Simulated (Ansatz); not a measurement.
Geometry optimisation, RHF/def2-SVP in Ansatz.

Input:

```yaml
crystal:
  periodic: [false, false, false]
  atoms:
    - { symbol: W, position_ang: [0.0, 0.0, 0.0] }
    - { symbol: F, position_ang: [0.0, 0.0, 2.2] }
    - { symbol: Cl, position_ang: [2.39, 0.0, 0.0] }
    - { symbol: Cl, position_ang: [0.0, 2.39, 0.0] }
    - { symbol: Cl, position_ang: [-2.39, 0.0, 0.0] }
    - { symbol: Cl, position_ang: [0.0, -2.39, 0.0] }
    - { symbol: Cl, position_ang: [0.0, 0.0, -2.39] }
    - { symbol: Cl, position_ang: [1.7678, 1.8416, 0.8482] }
    - { symbol: H, position_ang: [0.8742, 0.9107, 2.0396] }
basis:
  gaussian: { orbitals: def2-SVP }
hamiltonian:
  xc: hf
relax:
  f_tol: 0.15
  max_steps: 25
  restrain:
    - { distance: [0, 7], at: 3.59, k: 30.0 }
    - { distance: [8, 1], at: 2.12, k: 30.0 }
    - { distance: [0, 1], at: 1.85, k: 30.0 }
    - { distance: [8, 7], at: 1.37, k: 30.0 }
```

Run as:

```bash
$ ansatz run input.yaml --threads 4 --pin off --max-ram 5120MiB --backend cpu --events-out ev --progress --plain --runs-dir out
```

Problem. Where does it end, and by what steps?

Solution. The forces met the threshold. The restraints hold the end off the free minimum; the threshold counts their pulls, which the force column leaves out. Restrained pairs: W1–Cl8 (2.69 → 3.63 Å), F2–H9 (1.27 → 2.12 Å), W1–F2 (2.20 → 1.85 Å), Cl8–H9 (1.76 → 1.32 Å). After 13 steps the energy has fallen by 9.663 eV (the restraints' own energy left out); Cl8 moved furthest, 1.12 Å.

```json
{"step": "0", "energy less start (eV)": "0.0000", "largest force component (eV/Å)": "7.385", "accepted": "yes"}
{"step": "1", "energy less start (eV)": "-2.0046", "largest force component (eV/Å)": "4.972", "accepted": "yes"}
{"step": "2", "energy less start (eV)": "-3.0374", "largest force component (eV/Å)": "4.318", "accepted": "yes"}
{"step": "3", "energy less start (eV)": "-4.6645", "largest force component (eV/Å)": "4.202", "accepted": "yes"}
{"step": "4", "energy less start (eV)": "-7.1848", "largest force component (eV/Å)": "3.826", "accepted": "yes"}
{"step": "5", "energy less start (eV)": "-8.9052", "largest force component (eV/Å)": "1.810", "accepted": "yes"}
{"step": "6", "energy less start (eV)": "-9.3204", "largest force component (eV/Å)": "1.683", "accepted": "yes"}
{"step": "7", "energy less start (eV)": "-9.4188", "largest force component (eV/Å)": "1.974", "accepted": "yes"}
{"step": "8", "energy less start (eV)": "-9.4777", "largest force component (eV/Å)": "2.325", "accepted": "yes"}
{"step": "9", "energy less start (eV)": "-9.6094", "largest force component (eV/Å)": "1.711", "accepted": "yes"}
{"step": "10", "energy less start (eV)": "-9.6350", "largest force component (eV/Å)": "1.779", "accepted": "yes"}
{"step": "11", "energy less start (eV)": "-9.6081", "largest force component (eV/Å)": "2.247", "accepted": "no"}
{"step": "12", "energy less start (eV)": "-9.6504", "largest force component (eV/Å)": "1.752", "accepted": "yes"}
{"step": "13", "energy less start (eV)": "-9.6630", "largest force component (eV/Å)": "1.745", "accepted": "yes"}
```

```xyz
9
Properties=species:S:1:pos:R:3
W -0.039 -0.039 -0.239
F 0.079 0.082 1.603
Cl 2.217 -0.092 -0.547
Cl -0.139 2.208 -0.591
Cl -2.331 -0.043 0.105
Cl -0.014 -2.331 0.110
Cl -0.408 -0.444 -2.465
Cl 1.969 2.073 1.924
H 1.308 1.338 2.797
```

Run time: 91 s on 4 threads of Arm Neoverse V1, on a shared host, peak memory 0.68 GiB.
